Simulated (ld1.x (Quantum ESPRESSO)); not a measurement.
## Ranking TM semilocal potentials for vanadium (V)

All share these settings but for the change named:

V, norm-conserving Troullier–Martins (semilocal form), made with ld1.x (Quantum ESPRESSO) 7.5 (LDA (PZ), scalar-relativistic). Core [Ne], reference 3s2 3p6 3d3 4s0 4p0 (charge +2). Waves: 3s (bound): rc 1.20 bohr; 3p (bound): rc 0.95 bohr; 3d (bound): rc 2.05 bohr. Local part: the d channel. Core correction: Bessel-smoothed model core, default radius (core density twice the valence density).

Test errors are all-electron minus pseudo excitation energies from the reference, over 3s2 3p6 3d3 4s2 4p0; 3s2 3p6 3d3 4s1 4p0; 3s2 3p6 3d2 4s0 4p0; 3s2 3p5 3d3 4s2 4p0; 3s2 3p6 3d3.5 4s1.5 4p0; 3s2 3p6 3d4 4s0 4p0; 3s2 3p6 3d4 4s1 4p0. None of these files shows a bound ghost.

The base gives 591.0 meV.

Of 8 variants that were run, those that failed, showed a ghost or another fault, or gave nearly equal values are left out.

Question: Rank these variants by their largest absolute test error, smallest first.
A. all radii but the core radius scaled by about 1.11 (s 1.34, p 1.06, d 2.28 bohr)
B. all radii but the core radius scaled by about 1.21 (s 1.46, p 1.14, d 2.48 bohr)
C. all radii but the core radius scaled by about 0.84 (s 1.00, p 0.80, d 1.72 bohr)
D. all radii but the core radius scaled by about 0.93 (s 1.12, p 0.88, d 1.90 bohr)
E. all radii but the core radius scaled by about 1.03 (s 1.24, p 0.98, d 2.12 bohr)

Answer: C (141.8 meV), D (345.5 meV), E (701.3 meV), A (1133.9 meV), B (1967.5 meV).
